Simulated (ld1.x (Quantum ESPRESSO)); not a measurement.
Results of a calculation; reference values are marked as such.
Pseudopotentials across the periodic table

Generated with ld1.x 7.5 (TM, RRKJ, ultrasoft, PAW), atompaw 4.2 or ONCVPSP 4.0.1. The cutoff is in Ry: for ld1.x and atompaw files where the sum of valence levels is converged to 10 mRy in a Bessel basis, for ONCV files where the hardest occupied wave has 1 mHa per electron of residual kinetic energy. The error is the largest all-electron minus pseudo excitation energy over each file’s own four to seven test configurations (ionisations up to +4, promotions, holes and added fractions of an electron), all of which were solved. The labels leave out finer settings (local radius, basis sizes, second energies), which also bear on the numbers. Spin-polarised tests are not counted. The rows are a selection from randomly drawn settings: files with unsolved tests, undetermined cutoffs or missed reference levels are left out.

A true bound ghost makes a file unfit for plane-wave use even where its test errors are small: the radial tests pick states by their node count and pass the ghost by.

```csv
element,potential,cutoff (Ry),largest error (meV),bound ghosts
Ti,"TM semilocal, PBE, non-relativistic, rc 2.25/1.35/1.35 (spd), local d, core correction no, reference 3p6 3d2 4s0 4p0",90,+67,none
Fe,"TM semilocal, PBE, scalar-relativistic, rc 1.95/2.15/0.95 (spd), local p, core correction yes, reference 3d6 4s1.75 4p0.25",200,-1230,none
Sr,"ultrasoft, PBE, scalar-relativistic, rc 2.30/2.15/2.05 (spd), local smoothed, core correction yes, reference 4s2 4p6 4d0 5s0 5p0",18,-35,none
I,"PAW, LDA (PZ), scalar-relativistic, rc 1.30/1.45/1.10 (spd), local smoothed, core correction yes, reference 4s2 4p6 4d10 5s2 5p5",140,-8.8,s
Re,"TM semilocal, PBEsol, scalar-relativistic, rc 2.80/1.20/1.55 (spd), local d, core correction no, reference 5p6 5d5 6s2 6p0",110,-103,none
Pt,"TM, LDA (PZ), fully relativistic, rc 1.70/2.60/1.85/2.65 (spdf), local s, core correction yes, reference 5d7 6s0 6p0",40,-306,none
```

Question: Fill in the row for Ge: ultrasoft, LDA (PZ), scalar-relativistic, rc 1.85/2.00/2.00 (spd), local smoothed, core correction yes, reference 4s2 4p2.

Answer: cutoff 8 Ry, largest error -281 meV, bound ghosts: d.
